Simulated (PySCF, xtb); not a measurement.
BH5N2, SMILES B(N)N. One conformer was computed; it need not be the lowest.

Harmonic wavenumbers (cm⁻¹) from GFN2-xTB in xtb at its own minimum, in rising order: 351, 379, 459, 492, 516, 772, 823, 888, 1034, 1167, 1392, 1546, 1549, 2616, 3507, 3509, 3559, 3564.

### Question
What does B3LYP-D3(BJ)/def2-TZVP (PySCF 2.14.0) give at its own minimum? (An estimate is asked for; the answer gives what the named calculation found.)

### Answer
362, 402, 406, 460, 605, 828, 928, 931, 1096, 1197, 1430, 1640, 1642, 2600, 3598, 3599, 3697, 3698. Paired by order, the mean absolute difference is 67 cm⁻¹ and the zero-point energies are 40.2 and 41.6 kcal/mol.
